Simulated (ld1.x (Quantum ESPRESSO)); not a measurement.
Before and after: RRKJ potential for tungsten (W)

* Element: tungsten
* Generator: ld1.x (Quantum ESPRESSO) 7.5
* Type: norm-conserving RRKJ (Kleinman–Bylander form)
* Functional: PBE
* Relativity: fully relativistic
* Frozen core: [Kr] 4d10 4f14 5s2
* Valence charge: 12
* Reference configuration: 5p6 5d5 6s1 6p0
* Partial waves: 5p (bound): rc 1.60 bohr; 5d (bound): rc 2.60 bohr; 5f channel at 0.4 Ry: rc 2.40 bohr; 6s (bound): rc 2.60 bohr
* Local potential: the s channel
* Core correction: a·sin(br)/r model core inside 1.20 bohr

Open shells are filled in proportion to 2j + 1 (rel_dist='average').

Change: wave 5p (bound): rc 1.60 bohr becomes 5p (bound): rc 2.12 bohr.

Cutoffs: the cutoffs (Ry, on a coarse ladder) from which the occupation-weighted sum of valence levels, in a spherical-Bessel basis at the reference potential, stays within 10 and 1 mRy of its value at 400 Ry; they do not see the model core or the augmentation charge, which bear on the density cutoff. Errors are all-electron minus pseudo energies relative to the spin-unpolarised reference configuration.

Problem. Predict the effect on cutoff, ghosts and configuration errors.

Solution. The potential gets softer (55 Ry and 80 Ry → 25 Ry and 30 Ry); the errors of the 7 common tests hardly move; neither file shows a bound ghost. A larger radius leaves more room for a smooth pseudo-wave, so fewer plane waves are needed.

```csv
quantity,base,changed
"cutoff, loose",55 Ry,25 Ry
"cutoff, tight",80 Ry,30 Ry
loose cutoff by channel (10 mRy a level),"p 45 Ry, d 18 Ry, s 6 Ry","p 25 Ry, d 18 Ry, s 6 Ry"
bound ghosts,none,none
"error for 5p6 5d4 6s2 6p0, meV [ΔE -1.53 eV]",-22,-22
"error for 5p6 5d4 6s1 6p0, meV [ΔE 7.35 eV]",-15,-15
"error for 5p6 5d4 6s0 6p0, meV [ΔE 23.04 eV]",-40,-40
"error for 5p6 5d5 6s0 6p0, meV [ΔE 8.16 eV]",-9.5,-9.4
"error for 5p5 5d4 6s2 6p0, meV [ΔE 47.99 eV]",-535,-613
"error for 5p6 5d3 6s2 6p1, meV [ΔE 2.44 eV]",-732,-723
"error for 5p6 5d4.5 6s1.5 6p0, meV [ΔE -0.84 eV]",-5.3,-5.2
s: phases at 2.86 bohr within 0.05 rad from the reference energy up to (Ry; the scan ends near 5),2.4,2.4
p1/2: phases at 2.86 bohr within 0.05 rad from the reference energy up to (Ry; the scan ends near 5),-0.9,-0.9
p3/2: phases at 2.86 bohr within 0.05 rad from the reference energy up to (Ry; the scan ends near 5),-0.6,-0.6
d3/2: phases at 2.86 bohr within 0.05 rad from the reference energy up to (Ry; the scan ends near 5),1.2,1.2
d5/2: phases at 2.86 bohr within 0.05 rad from the reference energy up to (Ry; the scan ends near 5),1.3,1.3
f5/2: phases at 2.86 bohr within 0.05 rad from the reference energy up to (Ry; the scan ends near 5),4.6,4.6
f7/2: phases at 2.86 bohr within 0.05 rad from the reference energy up to (Ry; the scan ends near 5),n/a,n/a
```
